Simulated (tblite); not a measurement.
Compound: C₇H₇ (doublet state).
Atom-mapped SMILES: `[CH3:1][c:2]1[cH:3][c:4][cH:5][cH:6][cH:7]1` (hydrogens: H8, H9, H10 on C1; H11 on C3; H12 on C5; H13 on C6; H14 on C7)

The geometry is computed with GFN2-xTB (gas phase). This method treats the open shell by occupation alone, without spin polarisation.

Problem. List the bond lengths and angles at this level.

Solution. 
| bond | length (Å) |
| --- | --- |
| C1–C2 | 1.498 |
| C2–C3 | 1.399 |
| C3–C4 | 1.361 |
| C4–C5 | 1.364 |
| C5–C6 | 1.394 |
| C6–C7 | 1.383 |
| C2–C7 | 1.388 |
| C1–H8, C1–H9, C1–H10 | 1.089 |
| C3–H11 | 1.081 |
| C5–H12 | 1.079 |
| C6–H13 | 1.081 |
| C7–H14 | 1.081 |

Bonds in one row agree within 0.01 Å and their mean is given. A selection of angles:
| angle | degrees |
| --- | --- |
| C2–C1–H8 | 109.9 |
| C2–C1–H9 | 111.1 |
| H8–C1–H9 | 108.0 |
| H9–C1–H10 | 108.9 |
| C1–C2–C3 | 120.3 |
| C1–C2–C7 | 121.3 |
| C3–C2–C7 | 118.3 |
| C2–C3–C4 | 118.1 |
| C2–C3–H11 | 119.8 |
| C4–C3–H11 | 122.0 |
| C3–C4–C5 | 125.1 |
| C4–C5–C6 | 116.7 |
| C4–C5–H12 | 122.5 |
| C6–C5–H12 | 120.8 |
| C5–C6–C7 | 120.1 |
| C5–C6–H13 | 119.6 |
| C7–C6–H13 | 120.3 |
| C6–C7–H14 | 119.4 |
| C2–C7–C6 | 121.6 |
| C2–C7–H14 | 119.1 |

C5 (carbon bonded to 2 C and H) is planar (angles 122.5°, 120.8° and 116.7°, sum 360.0°, 0.00 Å off the plane of its three neighbours). C3 (carbon bonded to 2 C and H) is planar (angles 122.0°, 119.8° and 118.1°, sum 360.0°, 0.00 Å off the plane of its three neighbours). The 6-membered ring C2–C3–C4–C5–C6–C7 has internal angles of 116.7° to 125.1°; it is planar, 0.00 Å rms from its mean plane, widest ring torsion 0°. C7 (carbon bonded to 2 C and H) is planar (angles 121.6°, 119.4° and 119.1°, sum 360.0°, 0.00 Å off the plane of its three neighbours). Of the pairs four or more bonds apart, H9···H11 is among the closest relative to their van der Waals radii: 2.46 Å, 103 % of the sum of Bondi's values. C6 (carbon bonded to 2 C and H) is planar (angles 120.3°, 120.1° and 119.6°, sum 360.0°, 0.00 Å off the plane of its three neighbours). The C–C distances run from 1.361 Å (C3–C4, aromatic) to 1.498 Å (C1–C2, drawn single), a spread of 0.137 Å.

GFN2-xTB frequencies show an imaginary mode (46i cm⁻¹), so the point is no minimum at that level.
